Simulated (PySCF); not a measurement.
Compound: C4H5NO2.
Geometry (PBE0-D3(BJ)/def2-TZVP, Å), atoms numbered from 1 in this order:
```xyz
12
C4H5NO2 angstrom
O     -2.4234    0.9375   -1.3895
C     -1.4242    0.5269   -0.8664
C     -1.0163   -0.9159   -0.6456
C      0.3282   -0.8520    0.0708
C      0.6413    0.6242    0.2120
O      1.6101    1.1286    0.7096
N     -0.4159    1.3159   -0.3472
H     -1.7989   -1.4129   -0.0707
H     -0.9709   -1.4109   -1.6170
H      1.1424   -1.3268   -0.4785
H      0.3142   -1.2959    1.0674
H     -0.4478    2.3239   -0.3772
```

Computed, not measured: PBE0-D3(BJ)/def2-TZVP geometry optimisation, gas phase in PySCF.

Masses are those of the commonest isotopes; rigid-rotor values at the optimised geometry. 

(1) Give the principal moments of inertia and the rotational constants in MHz.

(2) Classify the top.

(3) Is it planar, by Δ = Ic − Ia − Ib?

(4) Which lines would a microwave search look for?

Answers

(1) Ia = 84.35, Ib = 221.14, Ic = 299.29 u·Å²; 505379 MHz·u·Å²/I gives A = 5992, B = 2285, C = 1689 MHz.

(2) An asymmetric top; Ray's κ = -0.723.

(3) Not planar: Δ = Ic − Ia − Ib = -6.20 u·Å². For a rigid frame Δ = −2 Σ m c², so Σ m c² = 3.10 u·Å² lies off the ab plane, practically all of it from hydrogen. The atom farthest from that plane is 0.89 Å away.

(4) The dipole components are |μa| = 0.00 D, |μb| = 2.05 D, |μc| = 0.00 D; the symmetry axis of this C2v structure is b, so μa and μc vanish by symmetry and there are no a-type or c-type lines. Some lines, for components of 0.1 D or more:

```json
{"type": "b", "branch": "R", "J(Ka,Kc)": "3(1,2) ← 2(2,1)", "MHz": "1653", "lower level (cm⁻¹)": "0.932"}
{"type": "b", "branch": "Q", "J(Ka,Kc)": "1(1,0) ← 1(0,1)", "MHz": "4303", "lower level (cm⁻¹)": "0.133"}
{"type": "b", "branch": "Q", "J(Ka,Kc)": "2(1,1) ← 2(0,2)", "MHz": "4966", "lower level (cm⁻¹)": "0.395"}
{"type": "b", "branch": "Q", "J(Ka,Kc)": "4(1,3) ← 4(0,4)", "MHz": "7743", "lower level (cm⁻¹)": "1.294"}
{"type": "b", "branch": "R", "J(Ka,Kc)": "3(0,3) ← 2(1,2)", "MHz": "8485", "lower level (cm⁻¹)": "0.501"}
{"type": "b", "branch": "R", "J(Ka,Kc)": "2(1,2) ← 1(0,1)", "MHz": "11058", "lower level (cm⁻¹)": "0.133"}
{"type": "b", "branch": "Q", "J(Ka,Kc)": "2(2,0) ← 2(1,1)", "MHz": "11186", "lower level (cm⁻¹)": "0.561"}
{"type": "b", "branch": "R", "J(Ka,Kc)": "3(1,3) ← 2(0,2)", "MHz": "14163", "lower level (cm⁻¹)": "0.395"}
{"type": "b", "branch": "Q", "J(Ka,Kc)": "3(3,1) ← 3(2,2)", "MHz": "20063", "lower level (cm⁻¹)": "1.330"}
{"type": "b", "branch": "Q", "J(Ka,Kc)": "4(3,2) ← 4(2,3)", "MHz": "20235", "lower level (cm⁻¹)": "1.858"}
{"type": "b", "branch": "R", "J(Ka,Kc)": "4(2,3) ← 3(1,2)", "MHz": "26112", "lower level (cm⁻¹)": "0.987"}
{"type": "b", "branch": "Q", "J(Ka,Kc)": "4(4,0) ← 4(3,1)", "MHz": "27894", "lower level (cm⁻¹)": "2.534"}
{"type": "b", "branch": "Q", "J(Ka,Kc)": "4(4,1) ← 4(3,2)", "MHz": "27926", "lower level (cm⁻¹)": "2.533"}
{"type": "b", "branch": "R", "J(Ka,Kc)": "4(2,2) ← 3(1,3)", "MHz": "30634", "lower level (cm⁻¹)": "0.868"}
```

Not checked by PBE0-D3(BJ)/def2-TZVP frequencies. Constants of a rigid frame at the computed geometry: no zero-point averaging, no centrifugal distortion. Quadrupole hyperfine structure (14N) is left out.
